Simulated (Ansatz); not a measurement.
Consider the redistribution: `C[Si](C)(F)I` + `O[SiH](F)[AlH2]` → `C[Si](C)(F)[AlH2]` + `O[SiH](F)I`.

Calculated with Ansatz (gas phase, PBE0-D4/def2-TZVP geometries, no zero-point term in ΔE). CCSD(T)/CBS adds triple-zeta CCSD(T) − MP2 to the extrapolated MP2 energy (def2 sets, frozen cores). DFT in def2-TZVPP. Elements past krypton have def2 core potentials. For I outer-core shells are correlated without core-valence functions, which leaves a few kJ/mol of doubt a bond. Each species was taken in one conformer, which may not be the lowest.

| level | ΔE (kJ/mol) |
| --- | --- |
| PBE0 | 10.0 |
| HF/def2-TZVPP | 13.2 |

(1) What does CCSD(T)/CBS give? (An estimate is asked.)

Largest T1 diagnostic among the species: 0.012.

## Answers

(1) Ansatz gave: +13.0 kJ/mol. The listed levels differ from it by -3.0, 0.2 kJ/mol.
